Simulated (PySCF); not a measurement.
# Computed properties of C₅H₄F₂O, SMILES C1C(=C=C)OC1(F)F

C5H4F2O, SMILES FC1(CC(=C=C)O1)F. Coordinates come from a B3LYP-D3(BJ)/def2-SVP optimisation. The structure was generated by enumeration, and PubChem lists no compound with its InChIKey, so it may never have been made. The values are those of a single conformer. All values are computed for the isolated molecule unless a solvent is named; none is compared with measurement here.

**Structure.** The optimised structure has Cs symmetry. All 30 harmonic modes at B3LYP-D3(BJ)/def2-SVP (PySCF) are real, so it is a minimum. With heavy atoms numbered as in [CH2:1]=[C:2]=[C:3]1[CH2:4][C:5]([F:6])([F:7])[O:8]1, the shortest bond between them is C2–C3 at 1.304 Å and the longest C4–C5 at 1.534 Å.

**Vibrations.** The strongest infrared lines (harmonic, unscaled, degenerate partners summed) lie at 1032 cm⁻¹ (323 km/mol, C 73 %, O 24 %), 1309 cm⁻¹ (256 km/mol, C 64 %, H 31 %), 1284 cm⁻¹ (208 km/mol, C 70 %, H 16 %, F 13 %). The softest mode is at 64 cm⁻¹ and the zero-point energy is 50.2 kcal/mol.

**Electronic structure.** ωB97X/def2-TZVP (PySCF) places the frontier levels at -9.50 and 1.37 eV, a gap of 10.87 eV, and gives a dipole moment of 3.06 D. PBE/def2-TZVP (PySCF) at the same geometry gives -5.91 and -1.83 eV, so its gap is 6.79 eV narrower. An orbital gap is neither the optical nor the fundamental gap.

**Excitations.** TDA-B3LYP/def2-SVPD (PySCF) has S1 at 4.45 eV (278 nm, f = 0.000, dark); the most intense of the 6 singlets computed lies at 7.55 eV (f = 0.09). T1 (TDA) is at 4.06 eV, 0.39 eV under S1. TDA-PBE/def2-SVPD (PySCF) puts S1 at 4.24 eV. No vertical singlet excitation falls in the visible range (under 3.1 eV).

**NMR.** GIAO shifts at B3LYP/pcSseg-1 (PySCF) (non-relativistic, atoms alike by connectivity averaged): ¹³C from 47.8 to 213.7 ppm against TMS; ¹H from 3.9 to 6.3 ppm against TMS; ¹⁹F at -86.4 ppm against CFCl3.

**Solvation.** SMD-B3LYP/6-31G* (PySCF) gives -0.8 kcal/mol in water, -4.1 kcal/mol in chloroform, -3.9 kcal/mol in cyclohexanone (1 M in both phases, gas-phase geometry); of these solvents chloroform holds the molecule best.
